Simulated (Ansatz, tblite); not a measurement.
Cost and result up the ladder for the cluster GeS₃⁻ (the lowest doublet isomer of a short search) (4 atoms). The state is a doublet with charge -1. Geometry: PBE0-D4/def2-SVPD.

```xyz
4

Ge   -0.1093   -0.1171    0.1017
S    -0.3006    0.6197   -1.8973
S     1.7132    0.8945    0.5818
S    -1.3033   -1.3971    1.2139
```

Ansatz on 4 threads of Arm Neoverse V1 on a shared host; xTB runs through tblite on one thread. Times are rough, summed over both states, and most runs start from the orbitals of an earlier one. PBE0-D4/def2-TZVPD serves as the yardstick here, not as an exact answer. The other state is a triplet.

The xTB rows come from tblite. HOMO above LUMO, or a gap near zero within one spin, warns that the state may not be the lowest or that an electron is smeared out. The structure comes from a short search, and lower isomers may exist.

Raw xTB energies of ions are shifted by several eV, and xTB has no spin-polarisation term.

```csv
level,functions,vertical IE (eV),difference from PBE0-D4/def2-TZVPD (eV),remarks
PBE0-D4/def2-TZVPD (with forces),192,4.36,0.00,–
PBE-D4/def2-TZVPD,192,4.07,-0.29,gap within one spin near zero (triplet)
GFN1-xTB,36,8.10,3.74,–
r2SCAN-D4/def2-TZVPD,192,4.22,-0.14,gap within one spin near zero (triplet)
GFN2-xTB,36,8.84,4.48,–
```

Task: Estimate how long each takes.

Result: GFN1-xTB 0.01 s; GFN2-xTB 0.015 s; PBE-D4/def2-TZVPD 9.8 s; PBE0-D4/def2-TZVPD (with forces) 28 s; r2SCAN-D4/def2-TZVPD 44 s. On shared hardware such times vary by a factor of up to 3.
